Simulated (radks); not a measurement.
Results of a calculation; reference values are marked as such.
All-electron atom: Ca in [Ar] 4s1 5d1 (not the ground configuration). Level of theory: Dirac Kohn-Sham, BLYP, spin-unpolarised, spherical densities, point nucleus; open shells fill j = l - 1/2 first (a radial shooting solver on a logarithmic mesh with Libxc functionals).

Normalised radial functions P(r) = r R(r) (large component), r in bohr:

```
   r/bohr * 2p3/2, o 5d3/2 (the largest magnitude, 1.69, reaches the edge; | marks zero, & curves that meet)
  0.01446                             o*
  0.01697                             o*
  0.01991                             o*
  0.02337                             o *
  0.02742                             o *
  0.03218                             o  *
  0.03776                             o   *
  0.04432                             o    *
  0.05201                             o      *
  0.06103                             o       *
  0.07162                             o         *
  0.08405                             o            *
  0.09863                             o              *
   0.1148                             o                 *
   0.1347                             o                    *
   0.1581                             o                      *
   0.1856                             o                        *
   0.2178                             o                          *
   0.2555                             o                          *
   0.2999                             o                         *
   0.3519                             |o                      *
    0.413                             |o                   *
   0.4846                             |o               *
   0.5687                             |o           *
   0.6674                             |o       *
   0.7832                             |o    *
   0.9191                             |o *
    1.079                             | &
    1.266                             |&
    1.473                             *o
    1.729                             *o
    2.029                             *o
    2.381                             &
    2.794                             &
    3.279                            o*
    3.848                            o*
    4.516                           o *
      5.3                          o  *
    6.219                          o  *
    7.298                           o *
    8.564                           o *
    10.05                            o*
    11.79                             &
    13.84                             * o
    16.24                             *   o
    18.91                             *    o
    22.19                             *   o
    26.04                             *  o
    30.56                             *o
    35.86                             *o
    42.08                             &
    49.38                             &
    57.95                             &
```

2p3/2: eigenvalue -338.71 eV, 0 radial nodes, <r> = 0.329 bohr, 90 % of the charge inside 0.542 bohr. 5d3/2: eigenvalue -0.503 eV, 2 radial nodes at r = 2.63, 11.3 bohr, <r> = 19.1 bohr, 90 % of the charge inside 26.2 bohr.
